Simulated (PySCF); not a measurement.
# [Gd(NH3)4]3+ at several levels of theory

Computed with PySCF 2.14.0 (density fitting, no spin-orbit coupling) at the geometry relaxed with PBE:

```xyz
17
[Gd(NH3)4]3+ (singlet in the valence; each metal's 4f electrons, 7 of them, lie in its core potential, out of spins and levels; a saddle point, relaxed within its symmetry)
Gd    0.0000    0.0000    0.0064
N     1.4283    1.4283    1.4250
H     1.3084    1.3084    2.4545
H     2.4566    1.3042    1.2986
H     1.3042    2.4566    1.2986
N    -1.4283   -1.4283    1.4250
H    -1.3084   -1.3084    2.4545
H    -2.4566   -1.3042    1.2986
H    -1.3042   -2.4566    1.2986
N     1.4242   -1.4242   -1.4239
H     2.0696   -2.0696   -0.9182
H     0.9152   -2.0673   -2.0688
H     2.0673   -0.9152   -2.0688
N    -1.4242    1.4242   -1.4239
H    -2.0696    2.0696   -0.9182
H    -0.9152    2.0673   -2.0688
H    -2.0673    0.9152   -2.0688
```

| level | basis | state | HOMO (eV) | gap (eV) | charge on Gd1 (e) | population of f-type functions on Gd1 (polarisation alone where 4f lies in the core) | dipole about the centre of mass (D) | largest force component (eV/Å) |
| --- | --- | --- | --- | --- | --- | --- | --- | --- |
| PBE | Gd lcecp-1-SVP with ECP53, N def2-SVP, H def2-SVP | singlet | -21.77 | 6.27 | 1.47 | 0.03 | 0.02 | 0.01 |
| revPBE | the same | singlet | -21.75 | 6.36 | 1.50 | 0.03 | 0.02 | 0.06 |
| PBE | Gd lcecp-1-TZVP with ECP53, N def2-TZVP, H def2-TZVP | singlet | -21.73 | 6.31 | 1.86 | 0.04 | 0.03 | 0.26 |
| PBE0 | Gd def2-SVP with ECP28, N def2-SVP, H def2-SVP | octet | -23.33 | 8.49 | 1.58 | 7.03 | 0.03 | 0.38 |

In the lcecp rows the 4f levels are missing from HOMO and gap, and the state counts the valence alone.

HOMO and gap are taken over both spins. Charges are Mulliken's, which hang on the basis. The relaxation used the grid (50, 194), these runs (75, 302) or, all-electron (x2c bases, spin-free X2C Hamiltonian), (99, 590).

**Question.** A further run in the first row's basis gives HOMO (eV) -24.78, gap (eV) 11.36, charge on Gd1 (e) 1.61, population of f-type functions on Gd1 (polarisation alone where 4f lies in the core) 0.03, dipole about the centre of mass (D) 0.02, largest force component (eV/Å) 0.32. Which level was it?
A. TPSSh
B. CAM-B3LYP
C. B3LYP

**Answer.** B. The others give HOMO -23.05 eV (B3LYP); -22.53 eV (TPSSh).

In the first row's basis the gap widens with exact exchange: 6.3 to 6.4 eV for PBE, revPBE (none); 7.6 to 8.2 eV for TPSSh, B3LYP (a fixed share); 11.4 eV for CAM-B3LYP (rising or full at long range).

An lcecp potential fixes the number of 4f electrons, so in runs with it no electron can move into or out of that shell.

Rows with open f shells in the valence may stand above their lowest state, and their gaps can end on f levels.
